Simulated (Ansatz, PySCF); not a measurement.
Molecule: C5H5S, net charge 0, doublet state. It need not be the lowest isomer of its formula. 
Geometry from a B3LYP-D3(BJ)/def2-TZVP (Ansatz, a quantum-chemistry and plane-wave program) optimisation:
```
C
C 1 1.3750
H 2 1.0798 1 122.03
H 2 1.0809 3 118.02 1 180.00
C 1 1.4119 2 128.55 3 180.00
H 5 1.0804 1 121.83 2 0.00
C 5 1.3978 6 124.55 1 -180.00
C 7 1.3772 5 113.31 6 180.00
H 8 1.0774 7 127.73 5 -180.00
H 7 1.0807 8 122.79 9 0.00
S 8 1.7224 9 120.30 7 -180.00
```
Charge 0, spin multiplicity 2.

Dipole moments at this geometry, in debye (magnitudes).

| level | program | dipole (D) |
|---|---|---|
| SVWN5/def2-TZVPD | Ansatz | 0.74 |
| PBE/def2-TZVPD | Ansatz | 0.74 |
| BLYP/def2-TZVPD | PySCF | 0.73 |
| revPBE/def2-TZVPD | Ansatz | 0.74 |
| r2SCAN/def2-TZVPD | Ansatz | ? |
| B97M-V/def2-TZVPD | Ansatz | 0.79 |
| B3LYP/def2-TZVPD | Ansatz | 0.77 |
| TPSSh/def2-TZVPD | PySCF | 0.80 |
| r2SCANh/def2-TZVPD | Ansatz | 0.81 |
| r2SCAN0/def2-TZVPD | Ansatz | 0.84 |
| HSE06/def2-TZVPD | Ansatz | 0.79 |
| wB97M-V/def2-TZVPD | Ansatz | 0.76 |
| wB97X-V/def2-TZVPD | Ansatz | ? |

Q: What belongs in the gaps?

A: 
- r2SCAN/def2-TZVPD, dipole (D): 0.79
- wB97X-V/def2-TZVPD, dipole (D): 0.84
